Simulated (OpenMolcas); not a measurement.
Mo3+ (d3) among equal point charges was computed by CASSCF with the d shell active (OpenMolcas, ANO-RCC-VDZP on the metal). Its lowest spin-free states, and all those of the highest spin:

| 2S+1 | Degeneracy | E (cm-1) |
| --- | --- | --- |
| 4 | 1 | 0.0 |
| 4 | 2 | 2805 |
| 4 | 1 | 5633 |
| 4 | 2 | 10196 |
| 2 | 1 | 11947 |
| 2 | 2 | 12158 |
| 4 | 1 | 12657 |
| 2 | 1 | 12993 |
| 2 | 1 | 13758 |
| 2 | 1 | 14334 |
| 2 | 2 | 14637 |
| 2 | 1 | 15755 |
| 4 | 1 | 22133 |
| 4 | 2 | 31321 |

Task: Is the site octahedral, tetrahedral or cube-like, axial, or of lower symmetry?

Result: The states with 2S+1 = 4 have orbital degeneracies 1, 2, 1, 2, 1, 1, 2. There are pairs but no triples, so the site is axial: not cubic, but with a proper or improper axis of order three or more. The run had Mo3+ among 4 point charges of -1.5 e arranged as a square (D4h), 2.17 Å from the ion.

Without dynamic correlation the repulsion within the d shell is too large (B by tens of per cent), so at a given field states of lower spin stand too high. Point charges carry no covalency, so the field is a model and not that of real ligands. No measured value stands beside these numbers.
